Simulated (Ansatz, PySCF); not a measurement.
CBr₂ClF, SMILES BrC(Br)(F)Cl. Atoms are numbered in the order given.

```xyz
5

F     -1.6673     0.5888     0.0000
C     -0.3478     0.4152     0.0000
Cl     0.4460     2.0030     0.0000
Br     0.1398    -0.5938    -1.6086
Br     0.1398    -0.5938     1.6086
```

The structure is a stationary point at B3LYP-D3(BJ)/def2-SVP.

Two levels are set side by side: PBE-D3(BJ)/def2-SVP (Ansatz, a first-principles code) and B3LYP-D3(BJ)/def2-SVP (Ansatz). Each level has its own optimised geometry; the coordinates shown are those of the second. Frequencies come from the Hessian of PySCF at each geometry. Differences are taken from unrounded values.

```tsv
quantity	B3LYP-D3(BJ)	PBE-D3(BJ)	PBE-D3(BJ) minus B3LYP-D3(BJ)
mean bond length (Å)	1.757	1.761	0.005
bond F1–C2 (Å)	1.331	1.337	0.006
bond C2–Cl3 (Å)	1.775	1.777	0.002
bond C2–Br4 (Å)	1.960	1.966	0.005
bond C2–Br5 (Å)	1.960	1.966	0.005
highest harmonic wavenumber (cm⁻¹)	1140	1109	-31
mean harmonic wavenumber (cm⁻¹)	486	471	-15
zero-point energy (kcal/mol)	6.26	6.06	-0.20
```
